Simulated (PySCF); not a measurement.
Basis and Hamiltonian dependence of the excitation energy of Hf

Hf [Xe] 4f14 5d2 6s2 (3F) → Hf [Xe] 4f14 5d3 6s1 (5F). All values are computed (PySCF 2.14, energy differences of UHF-based or UKS calculations, no spin-orbit coupling). Values in eV.

```csv
basis,Hamiltonian,functions,UHF,r2SCAN,PBE0,MP2 (valence),CCSD(T) (valence),CCSD(T) (valence and next inner shell)
aug-cc-pVDZ-PP with ECP60MDF,ECP,54,0.911,n/a,n/a,1.477,1.663,n/a
aug-cc-pwCVDZ-PP with ECP60MDF,ECP,70,0.923,0.666,1.033,1.467,1.650,1.712
aug-cc-pVTZ-PP with ECP60MDF,ECP,88,0.929,0.686,1.033,1.525,1.683,n/a
x2c-TZVPPall,spin-free X2C,97,0.954,0.926,1.186,1.539,1.716,1.759
ANO-RCC-VTZP,spin-free X2C,104,0.922,0.849,1.133,1.439,1.698,1.659
"aug-cc-pVTZ-PP with one added diffuse shell each of s, p, d, f, g type with ECP60MDF",ECP,113,0.929,0.686,1.033,1.525,n/a,n/a
x2c-QZVPPall,spin-free X2C,144,0.934,n/a,n/a,n/a,n/a,n/a
```

Frozen in the all-electron rows: valence: [Xe] 4f14; valence and next inner shell: [Kr] 4d10 4f14; with a core potential, the same shells as far as they lie outside it.
